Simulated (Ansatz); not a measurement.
Compare A (`CBNCO`) with its isomer B (`BNCOC`).

Gas-phase electronic energies from Ansatz, PBE0-D4/def2-TZVP geometries. CCSD(T)/CBS adds triple-zeta CCSD(T) − MP2 to the extrapolated MP2 energy (def2 sets, frozen cores). Functionals use def2-TZVPP. B3LYP here is the variant with VWN-RPA as its local correlation; programs differ in this. One conformer a species, not always the lowest.

(1) Which is lower in electronic energy at CCSD(T)/CBS, and by how much? (An estimate is asked.)

(2) Give E(B) − E(A) in kcal/mol with B3LYP-D4, PBE0-D4, CCSD/def2-TZVPP, B3LYP, B2PLYP, ωB97M-V, CCSD(T)/def2-TZVPP. (Best estimate.)

Largest T1 diagnostic: 0.012.

Answers

(1) The calculation gave: A, by 22.4 kcal/mol.

(2) The calculation gave: B3LYP-D4 20.9, PBE0-D4 22.6, CCSD/def2-TZVPP 21.6, B3LYP 21.0, B2PLYP 21.4, ωB97M-V 22.1, CCSD(T)/def2-TZVPP 21.7. None reverses the order clearly.

In def2-TZVPP, CCSD(T) changes the Hartree–Fock value by +2.3 kcal/mol (the triples alone add +0.0 kcal/mol) and MP2 by +3.3 kcal/mol.
